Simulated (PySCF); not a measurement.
## How methods differ on the ionisation energy of Te(29+)

Te(29+) [Ar] 3d5 (6S) → Te(30+) [Ar] 3d4 (5D), as a difference of total energies. Calculation: PySCF 2.14, in an even-tempered Gaussian basis (17 s from 3.9 bohr⁻², ratio 2.5; 11 p from 5 bohr⁻², ratio 2.5; 8 d from 5 bohr⁻², ratio 2.5; 4 f from 21 bohr⁻², ratio 2.7; 3 g from 31 bohr⁻², ratio 2.7); no relativity, point nucleus. Correlated levels: outer shells: [Ne] frozen; virtual orbitals above 40 to 60 times the deepest correlated orbital energy dropped. The calculations carry no spin-orbit coupling.

```tsv
method	ionisation energy (eV)
UHF	1723.7
LDA	1722.0
PBE	1721.5
PBE0	1722.5
r2SCAN	1722.9
BP86	1721.5
r2SCANh	1723.2
MP2 (outer shells)	1724.0
SCS-MP2 (outer shells)	1723.5
```

A first-order spin-orbit estimate (lowest level to lowest level, LS coupling) adds -7.505 eV.

The gap to the reference is mostly relativistic.

For comparison: 1707 ± 4 eV (theoretical estimate listed by NIST; NIST Atomic Spectra Database, ionization energies).
